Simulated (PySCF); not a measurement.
ClCu, triplet, at a GFN2-xTB geometry (such geometries of metal compounds can be far from the true shape) (the multiplicity is a formal guess); PBE/def2-TZVP run with PySCF.

Here is a job for PySCF.
```python
from pyscf import gto, scf, dft

mol = gto.M(
    atom='''
Cu   -0.00000000   -0.00000000   -0.78379974
Cl    0.00000000    0.00000000    1.33707015
''',
    basis='def2-tzvp',
    spin=2,
    verbose=4,
)

mf = dft.UKS(mol)
mf.xc = 'pbe'
mf.kernel()
mf.analyze()
```

Output, abridged:

```
PySCF version 2.14.0

[INPUT] verbose = 4
[INPUT] num. atoms = 2
[INPUT] num. electrons = 46
[INPUT] charge = 0
[INPUT] spin (= nelec alpha-beta = 2S) = 2
[INPUT] symmetry False subgroup None
[INPUT] Mole.unit = angstrom
[INPUT] Symbol           X                Y                Z      unit          X                Y                Z       unit  Magmom
[...]
nuclear repulsion = 123.008189334783
number of shells = 28
number of NR pGTOs = 155
number of NR cGTOs = 82
basis = def2-tzvp
ecp = {}

******** <class 'pyscf.dft.uks.UKS'> ********
method = UKS
initial guess = minao
damping factor = 0
level_shift factor = 0
DIIS = <class 'pyscf.scf.diis.CDIIS'>
diis_start_cycle = 1
diis_space = 8
diis_damp = 0
SCF conv_tol = 1e-09
SCF conv_tol_grad = None
SCF max_cycles = 50
direct_scf = True
direct_scf_tol = 1e-13
number electrons alpha = 24  beta = 22
XC library pyscf.dft.libxc version 7.1.2
    S. Lehtola, C. Steigemann, M. J. T. Oliveira, and M. A. L. Marques,  SoftwareX 7, 1–5 (2018)
XC functionals = pbe
    J. P. Perdew, K. Burke, and M. Ernzerhof,  Phys. Rev. Lett. 77, 3865 (1996)
    J. P. Perdew, K. Burke, and M. Ernzerhof,  Phys. Rev. Lett. 78, 1396 (1997)
    J. P. Perdew, K. Burke, and M. Ernzerhof,  Phys. Rev. Lett. 77, 3865 (1996)
    J. P. Perdew, K. Burke, and M. Ernzerhof,  Phys. Rev. Lett. 78, 1396 (1997)
radial grids:
    Treutler-Ahlrichs [JCP 102, 346 (1995); DOI:10.1063/1.469408] (M4) radial grids

becke partition: Becke, JCP 88, 2547 (1988); DOI:10.1063/1.454033
pruning grids: <function nwchem_prune>
grids dens level: 3
symmetrized grids: False
atomic radii adjust function: <function treutler_atomic_radii_adjust>
small_rho_cutoff = 0
Set gradient conv threshold to 3.16228e-05
tot grids = 39520
init E= -2099.9532991082

cycle= 1 E= -2095.99259513696  delta_E= 3.96  |g|= 4.56  |ddm|= 1.73

cycle= 2 E= -2080.29110724001  delta_E= 15.7  |g|= 8.46  |ddm|= 5.82

cycle= 3 E= -2099.50470125546  delta_E= -19.2  |g|= 1.76  |ddm|= 4.94

cycle= 4 E= -2095.44094699541  delta_E= 4.06  |g|= 2.58  |ddm|= 3.09

cycle= 5 E= -2100.05313825032  delta_E= -4.61  |g|= 0.882  |ddm|= 2.44

cycle= 6 E= -2100.19597854883  delta_E= -0.143  |g|= 0.403  |ddm|= 0.949

cycle= 7 E= -2100.15965834076  delta_E= 0.0363  |g|= 0.489  |ddm|= 0.906

cycle= 8 E= -2100.21652120892  delta_E= -0.0569  |g|= 0.305  |ddm|= 0.898

cycle= 9 E= -2100.20501263027  delta_E= 0.0115  |g|= 0.37  |ddm|= 0.899

cycle= 10 E= -2100.20505962999  delta_E= -4.7e-05  |g|= 0.379  |ddm|= 0.0512

cycle= 11 E= -2100.22119590456  delta_E= -0.0161  |g|= 0.313  |ddm|= 0.116

cycle= 12 E= -2100.23916841555  delta_E= -0.018  |g|= 0.215  |ddm|= 0.449

cycle= 13 E= -2100.25203633717  delta_E= -0.0129  |g|= 0.066  |ddm|= 0.507

cycle= 14 E= -2100.2530366599  delta_E= -0.001  |g|= 0.0471  |ddm|= 0.411

cycle= 15 E= -2100.25352375494  delta_E= -0.000487  |g|= 0.0224  |ddm|= 0.335

cycle= 16 E= -2100.25343566325  delta_E= 8.81e-05  |g|= 0.0264  |ddm|= 0.136

cycle= 17 E= -2100.2536754881  delta_E= -0.00024  |g|= 0.00523  |ddm|= 0.0183

cycle= 18 E= -2100.25366851115  delta_E= 6.98e-06  |g|= 0.00647  |ddm|= 0.00409

cycle= 19 E= -2100.25368323819  delta_E= -1.47e-05  |g|= 0.000788  |ddm|= 0.00394

cycle= 20 E= -2100.25368333977  delta_E= -1.02e-07  |g|= 0.000415  |ddm|= 0.000754

cycle= 21 E= -2100.25368340269  delta_E= -6.29e-08  |g|= 0.000201  |ddm|= 0.000517

cycle= 22 E= -2100.25368340601  delta_E= -3.32e-09  |g|= 0.000177  |ddm|= 0.000106

cycle= 23 E= -2100.25368340846  delta_E= -2.45e-09  |g|= 0.000183  |ddm|= 0.000799

cycle= 24 E= -2100.25368343698  delta_E= -2.85e-08  |g|= 7.94e-05  |ddm|= 0.00469

cycle= 25 E= -2100.25368344324  delta_E= -6.26e-09  |g|= 0.000194  |ddm|= 0.00361

cycle= 26 E= -2100.25368339685  delta_E= 4.64e-08  |g|= 0.000184  |ddm|= 0.011

cycle= 27 E= -2100.25368066428  delta_E= 2.73e-06  |g|= 0.00282  |ddm|= 0.129

cycle= 28 E= -2100.25367999411  delta_E= 6.7e-07  |g|= 0.00318  |ddm|= 0.00729

[...]
converged SCF energy = -2100.25368308679  <S^2> = 2.0022068  2S+1 = 3.0014708
Total Energy =                       -2100.253683086793444
[...]
One-electron Energy =                -3164.600087793370221
Two-electron Energy =                  941.338215371794035
Two-electron Coulomb Energy =         1036.217661196315930
DFT Exchange-Correlation Energy =      -94.879445824521923
**** MO energy ****
                             alpha | beta                alpha | beta
[...]
To work with the spin densities directly, `use mulliken_meta_spin()` only printing them here.

 ** Mulliken spin pop alpha/beta on meta-lowdin orthogonal AOs **
 ** Mulliken Spin Density (per AO)  **
spin_pop of  0 Cu 1s        0.00000
spin_pop of  0 Cu 2s        0.00000
spin_pop of  0 Cu 3s        0.00003
spin_pop of  0 Cu 4s        0.78506
spin_pop of  0 Cu 5s        0.00626
spin_pop of  0 Cu 6s        0.00032
spin_pop of  0 Cu 2px      -0.00000
spin_pop of  0 Cu 2py      -0.00000
spin_pop of  0 Cu 2pz      -0.00000
spin_pop of  0 Cu 3px      -0.00000
spin_pop of  0 Cu 3py       0.00000
spin_pop of  0 Cu 3pz      -0.00000
spin_pop of  0 Cu 4px       0.00048
spin_pop of  0 Cu 4py      -0.00005
spin_pop of  0 Cu 4pz       0.03184
spin_pop of  0 Cu 5px       0.00000
spin_pop of  0 Cu 5py      -0.00000
spin_pop of  0 Cu 5pz       0.00001
spin_pop of  0 Cu 3dxy     -0.00010
spin_pop of  0 Cu 3dyz      0.53022
spin_pop of  0 Cu 3dz^2     0.02126
spin_pop of  0 Cu 3dxz      0.00010
spin_pop of  0 Cu 3dx2-y2    0.00005
spin_pop of  0 Cu 4dxy      0.00001
spin_pop of  0 Cu 4dyz     -0.00002
spin_pop of  0 Cu 4dz^2     0.00235
spin_pop of  0 Cu 4dxz      0.00000
spin_pop of  0 Cu 4dx2-y2    0.00008
spin_pop of  0 Cu 5dxy      0.00009
spin_pop of  0 Cu 5dyz     -0.00003
spin_pop of  0 Cu 5dz^2     0.00313
spin_pop of  0 Cu 5dxz      0.00014
spin_pop of  0 Cu 5dx2-y2    0.00011
spin_pop of  0 Cu 6dxy     -0.00000
spin_pop of  0 Cu 6dyz      0.00003
spin_pop of  0 Cu 6dz^2     0.00074
spin_pop of  0 Cu 6dxz     -0.00002
spin_pop of  0 Cu 6dx2-y2    0.00000
spin_pop of  0 Cu 4f-3      0.00000
spin_pop of  0 Cu 4f-2     -0.00000
spin_pop of  0 Cu 4f-1      0.00000
spin_pop of  0 Cu 4f+0     -0.00000
spin_pop of  0 Cu 4f+1      0.00000
spin_pop of  0 Cu 4f+2      0.00001
spin_pop of  0 Cu 4f+3      0.00000
spin_pop of  1 Cl 1s        0.00000
spin_pop of  1 Cl 2s       -0.00000
spin_pop of  1 Cl 3s        0.02650
spin_pop of  1 Cl 4s        0.00903
spin_pop of  1 Cl 5s        0.00004
spin_pop of  1 Cl 2px      -0.00000
spin_pop of  1 Cl 2py       0.00002
spin_pop of  1 Cl 2pz       0.00001
spin_pop of  1 Cl 3px      -0.00050
spin_pop of  1 Cl 3py       0.47041
spin_pop of  1 Cl 3pz       0.10893
spin_pop of  1 Cl 4px       0.00001
spin_pop of  1 Cl 4py       0.00020
spin_pop of  1 Cl 4pz       0.00399
spin_pop of  1 Cl 5px      -0.00000
spin_pop of  1 Cl 5py       0.00001
spin_pop of  1 Cl 5pz       0.00043
spin_pop of  1 Cl 6px      -0.00001
spin_pop of  1 Cl 6py       0.00000
spin_pop of  1 Cl 6pz       0.00008
spin_pop of  1 Cl 3dxy     -0.00000
spin_pop of  1 Cl 3dyz     -0.00074
spin_pop of  1 Cl 3dz^2    -0.00058
spin_pop of  1 Cl 3dxz     -0.00020
spin_pop of  1 Cl 3dx2-y2    0.00023
spin_pop of  1 Cl 4dxy     -0.00000
spin_pop of  1 Cl 4dyz     -0.00001
spin_pop of  1 Cl 4dz^2     0.00015
spin_pop of  1 Cl 4dxz     -0.00002
spin_pop of  1 Cl 4dx2-y2    0.00000
spin_pop of  1 Cl 4f-3      0.00003
spin_pop of  1 Cl 4f-2     -0.00000
spin_pop of  1 Cl 4f-1     -0.00008
spin_pop of  1 Cl 4f+0     -0.00006
spin_pop of  1 Cl 4f+1     -0.00002
spin_pop of  1 Cl 4f+2      0.00002
spin_pop of  1 Cl 4f+3      0.00003
 ** Mulliken Spin Density (per atom)  **
spin density of  0 Cu =      1.38210
spin density of  1 Cl =      0.61790
 ** Mulliken pop alpha/beta on meta-lowdin orthogonal AOs **
 ** Mulliken pop       alpha | beta **
In total            24.00000 | 22.00000
 ** Mulliken atomic charges   ( Nelec_alpha | Nelec_beta ) **
charge of  0Cu =      0.36161  (    15.01025     13.62815 )
charge of  1Cl =     -0.36161  (     8.98975      8.37185 )
Dipole moment(X, Y, Z, Debye):  0.00000,  0.00000, -0.31197
```
